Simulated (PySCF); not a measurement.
**Field gradients at the hydrogen positions**

Species: H3SiCHF2, CH4F2Si.
Structure used (PBE0-D3(BJ)/def2-TZVP), in Å, numbered top down from 1:
```xyz
8
CH4F2Si angstrom
F     -1.161    0.873   -1.232
C     -0.861   -0.151   -0.379
F     -0.840   -1.301   -1.116
Si     0.852    0.146    0.436
H     -1.692   -0.237    0.331
H      1.105   -0.959    1.393
H      0.797    1.442    1.156
H      1.879    0.172   -0.632
```

Level: PBE0/pcSseg-2 (PySCF, non-relativistic); Q(2H) = 0.00286 b; rigid geometry, the same for H and D, with no vibrational averaging.

What are Vzz, η and χzz (234.96 MHz × Q × Vzz) at all hydrogens?

```tsv
atom	bonded to	bond length (Å)	Vzz (au)	η	χzz (kHz)
H5	C2	1.097	0.2601	0.06	175
H6	Si4	1.484	0.1390	0.01	93
H7	Si4	1.484	0.1391	0.01	93
H8	Si4	1.481	0.1401	0.01	94
```

Average by the element that carries the hydrogen.

on C: 175 kHz over 1 position, mean bond length 1.097 Å; on Si: 94 kHz over 3 positions, mean bond length 1.483 Å.

Give the 2H NMR doublet splittings at H6 for a magnetic field along the z, y and x axes of the gradient: 3χ/2, 3χ(1 + η)/4, 3χ(1 − η)/4.

With |χ| = 93.4 kHz and η = 0.015: 140, 71 and 69 kHz, to first order and without motion.

Isolated species at its PBE0-D3(BJ)/def2-TZVP geometry, gas phase.

These values come from a run that also computed NMR shieldings. Time: 21 s of wall time; peak memory 0.73 GiB. Hardware: Arm Neoverse V1, one thread, shared host.
